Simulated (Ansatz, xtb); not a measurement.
# C4H5NO2S: which of two isomers lies lower

We compare a, `COc1ncoc1S`, a singlet, with b, `C[S@](=O)c1cocn1`, a singlet. Both are isolated molecules in the gas phase, relaxed with B3LYP/def2-SVP; the shapes shown needn't be the lowest conformers.

a (Å):

```
atom    x (Å)    y (Å)   z (Å)
   C  -0.4540   2.6664  1.7960
   C  -0.2974   0.3161  1.7836
   C  -1.7964  -1.1112  2.2204
   C   0.2758  -0.9238  1.6449
   N  -1.6128   0.1708  2.1495
   O   0.3206   1.4936  1.5931
   O  -0.6978  -1.8407  1.9282
   S   1.8755  -1.5097  1.2119
   H   0.2135   3.5141  1.5932
   H  -0.8289   2.7263  2.8310
   H  -1.3184   2.7004  1.1127
   H  -2.7012  -1.6572  2.4791
   H   2.3650  -0.2585  1.0569
```

b (Å):

```yaml
atoms:
  - { symbol: C, position_ang: [0.4736, 1.5074, 0.0420] }
  - { symbol: C, position_ang: [-0.7167, 0.5269, 2.2661] }
  - { symbol: C, position_ang: [-0.3076, -0.1195, 3.3937] }
  - { symbol: C, position_ang: [-1.9375, -1.1800, 2.4643] }
  - { symbol: N, position_ang: [-1.7647, -0.1596, 1.6859] }
  - { symbol: O, position_ang: [1.1786, 2.3368, 2.5190] }
  - { symbol: O, position_ang: [-1.0954, -1.2246, 3.5198] }
  - { symbol: S, position_ang: [-0.0650, 2.1072, 1.6946] }
  - { symbol: H, position_ang: [0.8796, 2.3794, -0.4891] }
  - { symbol: H, position_ang: [-0.3936, 1.0900, -0.4897] }
  - { symbol: H, position_ang: [1.2563, 0.7534, 0.2035] }
  - { symbol: H, position_ang: [0.4579, 0.0656, 4.1396] }
  - { symbol: H, position_ang: [-2.6616, -1.9883, 2.3731] }
```

Quicker runs give these differences E(b) − E(a): GFN2-xTB +79.3 kJ/mol; HF/STO-3G +470.5 kJ/mol (at GFN2-xTB geometries); r2SCAN-D4/def2-SVP +115.7 kJ/mol (at GFN2-xTB geometries).

**Question.** Estimate E(b) − E(a) at the level CCSD(T)/def2-SVP + ΔMP2/def2-TZVPP.

**Answer.** Calculated at CCSD(T)/def2-SVP + ΔMP2/def2-TZVPP: E(b) − E(a) = +38.3 kJ/mol, so structure a lies lower.

How the difference moves with the method:

```csv
level,geometry,E(b) − E(a) (kJ/mol),departure from the last row (kJ/mol),"job, with rough time for the two"
GFN2-xTB,GFN2-xTB,+79.3,+41.0,"optimisation, 0.14 s"
HF/STO-3G,GFN2-xTB,+470.5,+432.2,"single point, 0.32 s"
r2SCAN-D4/def2-SVP,GFN2-xTB,+115.7,+77.4,"single point, 3.1 s"
B3LYP/def2-SVP,B3LYP/def2-SVP,+120.1,+81.8,"optimisation, 26 s"
HF/def2-SVP,B3LYP/def2-SVP,+151.8,+113.5,part of the CCSD(T) run
MP2/def2-SVP,B3LYP/def2-SVP,+119.5,+81.2,part of the CCSD(T) run
CCSD(T)/def2-SVP,B3LYP/def2-SVP,+126.3,+88.0,single point
CCSD(T)/def2-SVP + ΔMP2/def2-TZVPP,B3LYP/def2-SVP,+38.3,,"single point, 62 s"
```

As drawn, b has 1 C–S, 1 O=S, 1 C–H in place of 2 C–O, 1 S–H.

None of the levels shown reverses the order. The largest departure from CCSD(T)/def2-SVP + ΔMP2/def2-TZVPP is that of HF/STO-3G, 432.2 kJ/mol. The last row adds to CCSD(T) the change of the MP2 difference between the two basis sets, here −88.0 kJ/mol, a large step that makes the value less sure.

With thermal terms from frequencies at re-optimised GFN2-xTB minima (ideal gas, soft modes damped towards free rotors, one conformer each, 298.15 K, 1 atm): on the last row, ΔE + ΔZPE = +42.5, ΔH = +41.9, ΔG = +43.2 kJ/mol.

The correlated steps freeze 12 core orbitals. Mirror images aren't counted in ΔG. Programs: Ansatz 0.2.0, xtb 6.7.1; the last row on 4 threads of Arm Neoverse V2 on a shared host.
